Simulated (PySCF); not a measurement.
`C[C@H]1O[C@@H](F)C[C@@H]1Cl`, C5H8ClFO

Geometry:
| atom | x (Å) | y (Å) | z (Å) |
| --- | --- | --- | --- |
| C1 | 1.880 | 0.599 | 0.226 |
| C2 | 0.740 | -0.395 | 0.404 |
| O3 | -0.193 | 0.069 | 1.388 |
| C4 | -1.339 | 0.493 | 0.777 |
| F5 | -1.210 | 1.821 | 0.379 |
| C6 | -1.527 | -0.371 | -0.467 |
| C7 | -0.077 | -0.595 | -0.892 |
| Cl8 | 0.177 | -2.209 | -1.592 |
| H9 | 1.490 | 1.560 | -0.101 |
| H10 | 2.390 | 0.737 | 1.175 |
| H11 | 2.588 | 0.225 | -0.509 |
| H12 | 1.131 | -1.348 | 0.777 |
| H13 | -2.165 | 0.482 | 1.495 |
| H14 | -2.122 | 0.131 | -1.226 |
| H15 | -2.001 | -1.312 | -0.189 |
| H16 | 0.230 | 0.122 | -1.655 |

Level of theory: TDDFT LC-wPBE/def2-SVPD circular dichroism and optical rotation, one conformer, gas phase in PySCF. Geometry: GFN2-xTB.

(1) Assign R or S to each stereocentre.

(2) Which excitations and rotatory strengths does the calculation give?

Results:

(1) C2 R, C4 S, C7 S.

(2) Rotatory strengths R in 10⁻⁴⁰ esu² cm², velocity form and length form (origin at the centre of mass); f in length form.
| state | E (eV) | λ (nm) | f | R (velocity) | R (length) | main |
| --- | --- | --- | --- | --- | --- | --- |
| 1 | 7.51 | 165 | 0.0008 | +0.3 | +0.7 | HOMO→LUMO 0.40, HOMO−1→LUMO 0.10 |
| 2 | 7.61 | 163 | 0.0004 | -0.3 | -0.4 | HOMO−2→LUMO 0.31, HOMO−1→LUMO 0.23 |
| 3 | 8.63 | 144 | 0.005 | -1.7 | -1.7 | HOMO→LUMO 0.31, HOMO−1→LUMO 0.25 |
| 4 | 9.11 | 136 | 0.045 | -1.2 | -0.1 | HOMO→LUMO+1 0.47, HOMO−1→LUMO+1 0.14 |
| 5 | 9.21 | 135 | 0.046 | -3.9 | -4.3 | HOMO−2→LUMO+1 0.40, HOMO−1→LUMO+1 0.23 |
| 6 | 9.52 | 130 | 0.005 | +4.6 | +4.5 | HOMO→LUMO+2 0.31, HOMO−3→LUMO 0.21 |
| 7 | 9.65 | 128 | 0.011 | -3.3 | -3.8 | HOMO→LUMO+3 0.34, HOMO−3→LUMO 0.23 |
| 8 | 9.75 | 127 | 0.012 | -37.2 | -36.6 | HOMO−1→LUMO+1 0.16, HOMO−2→LUMO+1 0.12 |
| 9 | 9.80 | 126 | 0.056 | -18.6 | -17.8 | HOMO−2→LUMO+2 0.27, HOMO−2→LUMO+3 0.21 |
| 10 | 9.87 | 126 | 0.057 | +43.7 | +44.6 | HOMO→LUMO+2 0.37, HOMO→LUMO+3 0.18 |
| 11 | 10.00 | 124 | 0.049 | -21.4 | -20.1 | HOMO−4→LUMO 0.21, HOMO−1→LUMO+3 0.13 |
| 12 | 10.07 | 123 | 0.066 | -3.8 | -3.2 | HOMO→LUMO+8 0.17, HOMO→LUMO+4 0.14 |
| 13 | 10.13 | 122 | 0.022 | -10.1 | -11.0 | HOMO−1→LUMO+2 0.28, HOMO−2→LUMO+2 0.09 |
| 14 | 10.22 | 121 | 0.005 | +3.2 | +3.2 | HOMO−2→LUMO+3 0.32, HOMO−2→LUMO+2 0.22 |
| 15 | 10.26 | 121 | 0.002 | -1.6 | -1.5 | HOMO−1→LUMO+3 0.27, HOMO−1→LUMO+2 0.11 |
| 16 | 10.32 | 120 | 0.017 | +15.6 | +16.4 | HOMO−5→LUMO 0.12, HOMO−3→LUMO 0.09 |

Among the states computed, the strongest CD band (largest |R|) is state 10. The largest dissymmetry factor in size, g = 4R/(D+G), with D and G the electric and magnetic dipole strengths, is -0.045 for state 8 (velocity form, f = 0.012), among bands with |R| over 0.5. The mirror image has the same energies and oscillator strengths and all R with the opposite sign.
